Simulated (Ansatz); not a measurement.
Species: bromo(difluoro)borane, sum formula BBrF2, net charge 0, singlet state. 
Coordinates optimised at B3LYP-D3(BJ)/def2-TZVP (Ansatz, a first-principles code):
```
B
F 1 1.3132
F 1 1.3132 2 119.20
Br 1 1.9136 2 120.40 3 -180.00
```
Charge 0, spin multiplicity 1.

Parts of the frozen-core correlation energy in STO-3G (Ansatz, hartree). Frozen orbitals: 17; correlated occupied orbitals by spin: 12 and 12; virtual: 4 and 4. No spin-orbit coupling. No relativistic terms.

```csv
term,value
reference (HF),-2765.27821
MP2 opposite-spin,[?]
MP2 same-spin,-0.02091
CCSD correlation,[?]
(T),[?]
FCI minus CCSD(T),-0.00048
T1 diagnostic,0.014
largest doubles amplitude,0.059
```

**Question.** Fill in the missing entries.

**Answer.** 
- MP2 opposite-spin, value: -0.06748
- CCSD correlation, value: -0.09998
- (T), value: -0.00777
